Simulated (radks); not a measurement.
Species: Pt38+. Configuration: [Kr] 4d4. All-electron calculation, Dirac Kohn-Sham, LB94 model potential, spin-unpolarised, spherical densities, finite nucleus; open shells fill j = l - 1/2 first; Fermi nuclear charge, rms radius 5.427 fm. Program: a radial shooting solver on a logarithmic mesh with Libxc functionals.

Unscreened Slater integrals over Kohn-Sham orbitals (eV). Large and small components are both included. Empty in this configuration: 4d5/2.

\begin{tabular}{lr}
integral & value \\ \hline
F0(4d3/2,4d3/2) & 62.546 \\
F2(4d3/2,4d3/2) & 31.738 \\
F0(4d3/2,4p3/2) & 61.537 \\
F2(4d3/2,4p3/2) & 31.361 \\
G1(4d3/2,4p3/2) & 38.260 \\
G3(4d3/2,4p3/2) & 24.655 \\
F0(4d3/2,4p1/2) & 63.471 \\
G1(4d3/2,4p1/2) & 40.807 \\
F0(4d3/2,4s1/2) & 63.180 \\
G2(4d3/2,4s1/2) & 31.243 \\
F0(4d3/2,4d5/2) & 62.001 \\
F2(4d3/2,4d5/2) & 31.497 \\
G2(4d3/2,4d5/2) & 31.328 \\
G4(4d3/2,4d5/2) & 21.337 \\
F0(4p3/2,4p3/2) & 60.785 \\
F2(4p3/2,4p3/2) & 31.629 \\
F0(4p3/2,4p1/2) & 62.572 \\
G2(4p3/2,4p1/2) & 31.690 \\
F0(4p3/2,4s1/2) & 62.307 \\
G1(4p3/2,4s1/2) & 41.709 \\
F0(4p3/2,4d5/2) & 61.035 \\
F2(4p3/2,4d5/2) & 31.211 \\
G1(4p3/2,4d5/2) & 38.502 \\
G3(4p3/2,4d5/2) & 24.746 \\
F0(4p1/2,4p1/2) & 64.620 \\
F0(4p1/2,4s1/2) & 64.293 \\
G1(4p1/2,4s1/2) & 42.984 \\
F0(4p1/2,4d5/2) & 62.901 \\
G3(4p1/2,4d5/2) & 25.655 \\
F0(4s1/2,4s1/2) & 64.021 \\
F0(4s1/2,4d5/2) & 62.625 \\
G2(4s1/2,4d5/2) & 31.123 \\
F0(4d5/2,4d5/2) & 61.477 \\
F2(4d5/2,4d5/2) & 31.291 \\
F4(4d5/2,4d5/2) & 21.307 \\
\end{tabular}
